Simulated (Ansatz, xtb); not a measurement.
Isomers of F2H4In2O2 in order of energy

3 gas-phase structures of F2H4In2O2, from a drawn sample of its isomers (lower ones may exist). Each was relaxed with GFN2-xTB:

A. a singlet given by its coordinates
B. a singlet given by its coordinates
C. `[F][InH-]1[OH+][InH-]([F])[OH+]1`, a singlet

A (Å):

```json
{"atom": "F", "x (Å)": "-0.6404", "y (Å)": "-0.3063", "z (Å)": "-0.2662"}
{"atom": "F", "x (Å)": "-2.0394", "y (Å)": "-0.8752", "z (Å)": "2.5215"}
{"atom": "In", "x (Å)": "-0.0708", "y (Å)": "-0.1791", "z (Å)": "4.1091"}
{"atom": "In", "x (Å)": "-0.9575", "y (Å)": "-1.8101", "z (Å)": "0.9895"}
{"atom": "O", "x (Å)": "-0.3511", "y (Å)": "1.3927", "z (Å)": "2.1051"}
{"atom": "O", "x (Å)": "0.6658", "y (Å)": "-1.6527", "z (Å)": "2.2362"}
{"atom": "H", "x (Å)": "-1.3107", "y (Å)": "1.4322", "z (Å)": "2.0138"}
{"atom": "H", "x (Å)": "-0.0787", "y (Å)": "0.8636", "z (Å)": "1.3391"}
{"atom": "H", "x (Å)": "1.4905", "y (Å)": "-2.0700", "z (Å)": "1.9918"}
{"atom": "H", "x (Å)": "-1.5297", "y (Å)": "-3.2965", "z (Å)": "0.5800"}
```

Close contacts (Å): F1–In4 1.98, F2–In4 2.10, In3–In4 3.63, In3–O5 2.56, In3–O6 2.49, In4–O6 2.05, In4–H10 1.64, O5–H7 0.96, O5–H8 0.97, O6–H9 0.96.

B (Å):

```xyz
10

F    -0.5259   -1.8376   -2.1747
F    -0.5682   -2.2813    0.9025
In    0.8858   -0.2761    1.6796
In   -1.6918   -1.4230   -0.6205
O     1.7774   -1.1163   -0.5246
O    -0.9500    0.3547    0.0746
H     2.3922   -1.2204   -1.2564
H     0.9211   -1.4376   -0.8489
H    -1.2801    1.1819   -0.2729
H    -3.3116   -1.7062   -0.5642
```

Close contacts (Å): F1–In4 1.99, F2–In4 2.08, In3–In4 3.64, In3–O5 2.52, In3–O6 2.52, In4–O6 2.05, In4–H10 1.65, O5–H7 0.96, O5–H8 0.97, O6–H9 0.96.

Make a reasoned guess at their ranking by r2SCAN-D4/def2-SVP single-point energy.

Calculated order at r2SCAN-D4/def2-SVP: A (0.0), B (4.6), C (20.1) kcal/mol.

Energies above the lowest of each column, in kcal/mol:

| structure | GFN2-xTB | HF/STO-3G | r2SCAN-D4/def2-SVP |
| --- | --- | --- | --- |
| A | 0.0 | 83.5 | 0.0 |
| B | 0.5 | 86.5 | 4.6 |
| C | 56.3 | 0.0 | 20.1 |

r2SCAN-D4/def2-SVP puts A lowest; HF/STO-3G picks C. Some further structures that were screened fall inside this span and aren't listed. Frequencies (GFN2-xTB) were run for C alone. Atoms past krypton carry core potentials in the def2 sets, without spin–orbit terms.

Programs: Ansatz 0.2.0, xtb 6.7.1.
